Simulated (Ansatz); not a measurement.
A structure relaxed at PBE-D4/def2-SVP in Ansatz, charge 0, doublet:

```xyz
8

Nb   -1.4730   -0.5629    1.8830
Nb    0.8721   -0.8309    1.3882
Nb   -0.5692    0.2811   -0.5106
Te   -2.9823   -0.9206   -0.3722
Te    0.0185    1.7458    1.8939
Te    0.8429   -2.0408   -1.1670
Te    0.7566    2.0876   -2.1468
Te    2.5344    0.2405   -0.9683
```

Q: Give its formula.

A: the cluster Nb₃Te₅ (the lowest doublet isomer of a short search).

Q: Summarise the bond lengths by kind (pairs closer than 1.2 times the sum of covalent radii, bridged metal pairs left out).

A: 10 × Nb–Te 2.70 to 3.14 Å; 2 × Te–Te 2.82 to 2.85 Å.

In the def2 sets Nb, Te take a core potential; there is no spin–orbit coupling. The structure comes from a short search, and lower isomers may exist.
